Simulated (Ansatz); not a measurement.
Mulliken charges of `F[Si]([SiH3])Cl` radical from PBE/def2-TZVPP in Ansatz (PBE0-D4/def2-TZVP geometry).

```csv
atom,x (Å),y (Å),z (Å),charge (e)
F1,-0.397,-2.154,0.999,-0.249
Si2,-1.049,-0.895,0.252,0.427
Si3,0.534,0.848,0.106,0.093
Cl4,-1.542,-1.516,-1.647,-0.190
H5,-0.126,1.966,-0.612,-0.027
H6,0.890,1.271,1.484,-0.031
H7,1.752,0.411,-0.627,-0.024
```

Problem. By hand: the dipole of these point charges (1 e Å = 4.8032 D).

Solution. Σ q r = (-0.073, 0.419, 0.167) e Å, of length 0.457 e Å = 2.20 D.

Problem. How does the dipole of the full density compare? (An estimate is asked.)

Solution. Computed: (0.069, 0.294, 0.052) e Å, 1.47 D; the point charges give 1.50 times that, at 25° from its direction.

Point charges leave out the atoms' own dipoles, such as those of lone pairs, and Mulliken's split depends on the basis, so the two needn't agree.
